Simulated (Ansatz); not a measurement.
`C[CH2][AlH][SeH]` + H₂ → `[AlH2][SeH]` + ethane at 298.15 K and 1 bar (hydrogenolysis of the Al–C bond).

Isolated molecules relaxed with PBE0-D4/def2-TZVP in Ansatz; ΔE leaves out vibrations. CBS: MP2 limit from def2 TZ/QZ plus the TZ coupled-cluster correction, frozen cores. This one scheme is used for every species. For Se outer-core shells are correlated without core-valence functions, which leaves a few kJ/mol of doubt a bond. Scalar relativity is left out up to krypton. Each species was taken in one conformer, which may not be the lowest.

```tsv
species	CCSD(T)/CBS energy (Eh)	H − E (kJ/mol)	S (J/(mol·K))
`C[CH2][AlH][SeH]`	-2723.08028	231.2	358.0
H₂	-1.17544	35.1	130.4
`[AlH2][SeH]`	-2644.54675	70.0	281.5
`CC`	-79.71954	207.7	227.7
```

H − E and S are ideal-gas, rigid-rotor, harmonic terms from PBE0-D4/def2-TZVP, for one conformer and one mirror image of each species. The MP2-based limit puts H₂ 0.8 mEh under its directly extrapolated value; such offsets cancel only in part. 1 Eh = 2625.50 kJ/mol, R = 8.31446 J/(mol·K).

By hand: ΔE, ΔH, ΔS and ΔG.

ΔE = (-2644.54675) + (-79.71954) − (-2723.08028) − (-1.17544) = -0.01057 Eh = -27.8 kJ/mol. Δ(H − E) = 70.0 + 207.7 − 231.2 − 35.1 = 11.4, so ΔH = -16.4 kJ/mol. ΔS = 281.5 + 227.7 − 358.0 − 130.4 = 20.8 J/(mol·K). ΔG = -16.4 − 298.15 × (20.8)/1000 = -22.6 kJ/mol.

By hand: the equilibrium constant, and the temperature at which ΔG would vanish if ΔH and ΔS stayed fixed.

log₁₀ K = −ΔG/(RT ln 10) = 4.0. ΔH and −TΔS have one sign here, so there is no such temperature.

TΔS isn't small against ΔH here. A doubt of 5 kJ/mol in ΔE shifts log₁₀ K by 0.9 here. Other conformers and mirror images would add mixing entropy, several J/(mol·K) or more a flexible species. These are equilibria of isolated gas molecules and say nothing of rates. Largest T1 diagnostic: 0.009 (customary marks: 0.02 for closed shells, 0.045 for open ones).
